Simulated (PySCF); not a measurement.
Molfile (atoms numbered from 1):
```
C5HNO3
     RDKit          3D

 10 10  0  0  0  0  0  0  0  0999 V2000
    3.1381   -0.6051   -0.0780 N   0  0  0  0  0  0  0  0  0  0  0  0
    2.0157   -0.3809   -0.0508 C   0  0  0  0  0  0  0  0  0  0  0  0
    0.6364   -0.1135   -0.0170 C   0  0  0  0  0  0  0  0  0  0  0  0
   -0.3967   -0.9612    0.0718 C   0  0  0  0  0  0  0  0  0  0  0  0
   -1.6492   -0.1585    0.0662 C   0  0  0  0  0  0  0  0  0  0  0  0
   -2.7779   -0.5202    0.1290 O   0  0  0  0  0  0  0  0  0  0  0  0
   -1.2828    1.1657   -0.0285 O   0  0  0  0  0  0  0  0  0  0  0  0
    0.0742    1.2890   -0.0841 C   0  0  0  0  0  0  0  0  0  0  0  0
    0.6481    2.3223   -0.1691 O   0  0  0  0  0  0  0  0  0  0  0  0
   -0.3970   -2.0330    0.1378 H   0  0  0  0  0  0  0  0  0  0  0  0
  1  2  3  0
  2  3  1  0
  3  4  2  0
  4  5  1  0
  5  6  2  0
  5  7  1  0
  7  8  1  0
  8  9  2  0
  8  3  1  0
  4 10  1  0
M  END
```

Geometry: GFN2-xTB; GIAO absolute shieldings from PySCF 2.14, gas phase, non-relativistic, averaged over equivalent atoms.

At PBE0/pcSseg-1 (158 basis functions, of the order of 60 core-seconds):
```json
{"atoms": "N1", "σ (ppm)": "-93.6"}
{"atoms": "C5", "σ (ppm)": "18.4"}
{"atoms": "C8", "σ (ppm)": "21.5"}
{"atoms": "C4", "σ (ppm)": "37.1"}
{"atoms": "C3", "σ (ppm)": "57.2"}
{"atoms": "C2", "σ (ppm)": "72.2"}
{"atoms": "O6", "σ (ppm)": "-189.6"}
{"atoms": "O9", "σ (ppm)": "-163.2"}
{"atoms": "O7", "σ (ppm)": "31.5"}
{"atoms": "H10", "σ (ppm)": "24.52"}
```

Predict the values at wB97X-D/pcSseg-1 on the same geometry.

Results:


| atoms | σ at wB97X-D/pcSseg-1 | change |
| --- | --- | --- |
| N1 | -88.3 | +5.3 |
| C5 | 18.2 | -0.2 |
| C8 | 21.1 | -0.4 |
| C4 | 35.2 | -1.9 |
| C3 | 55.1 | -2.1 |
| C2 | 72.9 | +0.7 |
| O6 | -179.4 | +10.2 |
| O9 | -154.8 | +8.4 |
| O7 | 36.1 | +4.6 |
| H10 | 24.59 | +0.07 |

The largest change is at O6 (ester carbonyl oxygen). Cost: 158 basis functions, about 60 core-seconds. The order of the carbon signals is the same at both levels.
